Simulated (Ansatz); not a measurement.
System: methylaminoboronic acid, CH6BNO2, net charge 0, singlet state. SMILES: CNB(O)O
Structure (B3LYP-D3(BJ)/def2-TZVP (Ansatz, a quantum-chemistry and plane-wave program) minimum search):
```xyz
11

C      1.8389     0.7209     0.1206
N      0.7835    -0.2076     0.4795
B     -0.5420    -0.2111    -0.0376
O     -1.4826    -1.1421     0.3431
O     -0.9883     0.7192    -0.9466
H      2.5563     0.8204     0.9364
H      2.3904     0.4209    -0.7780
H      1.4271     1.7180    -0.0527
H      1.0872    -0.9676     1.0641
H     -1.1868    -1.7562     1.0181
H     -0.3154     1.3310    -1.2519
```
Charge 0, spin multiplicity 1.

Wanted: vertical triplet-singlet gap (E(triplet) - E(singlet); each state is the SCF solution reached for its spin), in kJ/mol. Correlated levels leave the core frozen unless marked. Open shells are spin-unrestricted. No spin-orbit coupling. No relativistic terms. CBS(X,Y): correlation extrapolated as X^-3; Hartree-Fock from the larger set. [CCSD(T)-MP2]/basis is that difference in the basis named.

| level | program | vertical triplet-singlet gap (kJ/mol) |
|---|---|---|
| HF/aug-cc-pVQZ | Ansatz | 483.6 |
| r2SCAN/def2-TZVPD | Ansatz | 520.1 |
| RI-MP2/aug-cc-pVQZ | Ansatz | 592.8 |
| SCS-MP2/aug-cc-pVDZ | Ansatz | 575.9 |

Question: Estimate the value at RI-MP2/CBS(aug-cc-pVTZ,aug-cc-pVQZ)+[CCSD(T)-MP2]/aug-cc-pVTZ as computed with Ansatz.

Answer: 566.5 kJ/mol, so SCS-MP2/aug-cc-pVDZ differs from it by 9.4 kJ/mol.
